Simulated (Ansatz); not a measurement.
Several settings on one geometry of Cu(AsH3)(SH) (CuAsH4S) (that of the charge 0 singlet, B3LYP-D4/def2-SVP). Ansatz on 4 threads of Arm Neoverse V2 on a shared host; times are rough.

```xyz
7

Cu    0.1608    0.0554   -1.0144
As    0.1518    0.0398    1.2984
H    -0.8897    0.8315    2.0658
H     1.3629    0.5627    2.0449
H     0.0021   -1.2529    2.0777
S     0.2357    0.1268   -3.1733
H    -1.0236   -0.3633   -3.2991
```

Totals from different functionals, basis sets or treatments of relativity can't be compared as stabilities.

The spins typed aren't always the lowest for that charge.

Give the basis size and estimate the energy, ⟨S²⟩, dipole and time of these runs.

```csv
run,method,charge,state,further keys
1,RKS B97/cc-pVDZ,0,singlet,scf: {omitted_lower_state_checks: [starts]}; forces asked
2,UKS r2SCANh-D3(BJ)/def2-SVP,0,triplet,scf: {omitted_lower_state_checks: [starts]}; forces asked
3,RKS ωB97/def2-mTZVPP,0,singlet,scf: {omitted_lower_state_checks: [starts]}
```


```tsv
run	functions	energy (Eh)	⟨S²⟩	dipole (D)	wall time
1	108	-4276.7983	–	6.91	6.5 s
2	101	-4276.1699	2.01	1.56	28 s
3	116	-4277.3245	–	–	3.4 s
```
